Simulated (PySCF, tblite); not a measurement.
Isomers of C5H2F3O (doublet state). Method: GFN2-xTB as coded in tblite; computed harmonic values from a numerical Hessian at the method's own geometry, unscaled. Errors from tens to a few hundred cm⁻¹ against measured bands are possible. One conformer each. Open shells enter through the occupations alone, without spin polarisation, and single modes of such species can be off by tens of per cent.

Electronic energies: B3LYP/pcH-1 single points on the GFN2-xTB geometries (PySCF, gas phase).

```csv
SMILES,"electronic energy, lowest = 0 (kcal/mol)"
[CH2]C#CC(=O)C(F)(F)F,0.0
O=C([C]1C=C1)C(F)(F)F,17.8
O=c1cc1[C@H](F)[C](F)F,37.0
```

Q: How do GFN2-xTB zero-point energies change the relative energies?

A: 
```csv
SMILES,ZPE (kcal/mol),of it from modes above 1550 cm⁻¹,electronic (kcal/mol),"with ZPE, lowest = 0 (kcal/mol)",lowest mode (cm⁻¹),rings
[CH2]C#CC(=O)C(F)(F)F,34.0,14.4,0.0,0.0,22,0
O=C([C]1C=C1)C(F)(F)F,34.7,14.1,17.8,18.4,20,1
O=c1cc1[C@H](F)[C](F)F,35.2,14.0,37.0,38.2,33,1
```

The zero-point energies span 1.2 kcal/mol, from `[CH2]C#CC(=O)C(F)(F)F` to `O=c1cc1[C@H](F)[C](F)F`. The order is unchanged.

Q: And how do the electronic energies of GFN2-xTB itself compare?

A: `[CH2]C#CC(=O)C(F)(F)F` 0.0; `O=C([C]1C=C1)C(F)(F)F` 14.8; `O=c1cc1[C@H](F)[C](F)F` 25.0 kcal/mol, lowest = 0. Against the energies above, taken from the same isomer `[CH2]C#CC(=O)C(F)(F)F`, the largest difference is 12.0 kcal/mol.
